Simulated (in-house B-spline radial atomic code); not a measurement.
How G0W0 and RPA depend on the start: the rhodium ion Rh¹⁷⁺

Configuration [Ar] 3d10. Computed with a B-spline radial code for spherical atoms: all electrons, non-relativistic, point nucleus, each spin shell either full or empty, empty states to l = 9 with an (l + 1/2)⁻⁴ tail; G0W0 by contour deformation at full frequency.

Without relativity these are model numbers: it shifts the levels of so heavy an element strongly and can reorder them.

```csv
start,mean-field 3d (eV),G0W0 (eV),QP weight,RPA correlation (Eh)
Hartree-Fock,-747.18,?,?,?
PBE,-714.28,?,?,?
LDA exchange-only,-711.65,-745.65,0.987,-2.1397
wB97X,-723.39,-745.04,0.989,-2.1108
r2SCAN,-716.90,-745.13,0.988,-2.1175
```

**Question.** What G0W0 level, weight and RPA correlation energy follow from the PBE start?

**Answer.** G0W0 level -745.27 eV, weight 0.988, RPA correlation -2.1378 hartree.

**Question.** What G0W0 level, weight and RPA correlation energy follow from the Hartree-Fock start?

**Answer.** G0W0 level -745.46 eV, weight 0.991, RPA correlation -2.0359 hartree.

**Question.** How much of the dependence on the start does G0W0 remove?

**Answer.** The mean-field levels span 35.5 eV and the G0W0 levels 0.617 eV. Against 739 ± 3 eV (NIST, tabulated theory) the G0W0 removal energies are off by +6.04 to +6.65 eV, with relativity, Breit and QED terms left out.
